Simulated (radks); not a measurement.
La32+, configuration [Ne] 3s1.5 3p6 3d7 4f0.5 (fractional occupations, a model configuration). All-electron calculation, scalar-relativistic Kohn-Sham, r2SCAN, spin-polarised, spherical densities, finite nucleus; open shells are filled with parallel spins first (spin-orbit coupling, left out, can overturn this in heavy ions); meta-GGA in the generalised Kohn-Sham scheme; Fermi nuclear charge, rms radius 4.855 fm. Program: a radial shooting solver on a logarithmic mesh with Libxc functionals. Some entries of the table are withheld. Estimate them.

orbital  occ.  eigenvalue (hartree)  <r^2> (bohr^2)  <1/r> (bohr^-1)
1s up       1             -1477.431       0.0008538            62.01
1s down     1             -1477.388       0.0008538            62.01
2s up       1             -277.4375         0.01349            14.35
2s down     1             -276.9151         0.01346            14.37
2p up       3             -253.9432         0.01073            13.60
2p down     3             -253.5413         0.01070            13.61
3s up       1             -93.33537         0.08515            5.435
3s down   0.5             -92.68086         0.08556            5.413
3p up       3             -85.79962         0.08348            5.173
3p down     3             -85.12040         0.08393            5.153
3d up       5             -75.73891         0.06827            4.926
3d down     2             -74.94867         0.06871            4.917
4s up       0             -44.94768          0.3336            2.673
4s down     0             -44.44808          0.3358            2.668
4p up       0             -42.05608          0.3459            2.558
4p down     0             -41.55438          0.3486            2.552
4d up       0                   (1)          0.3411              (2)
4d down     0                   (3)          0.3444              (4)
4f up     0.5             -34.63349          0.2855              (5)
4f down     0             -34.10209          0.2894              (6)
5f up       0             -21.84303          0.9438            1.413

Answer. 
(1) 4d up eigenvalue (hartree): -38.21436
(2) 4d up <1/r> (bohr^-1): 2.431
(3) 4d down eigenvalue (hartree): -37.71052
(4) 4d down <1/r> (bohr^-1): 2.426
(5) 4f up <1/r> (bohr^-1): 2.265
(6) 4f down <1/r> (bohr^-1): 2.252
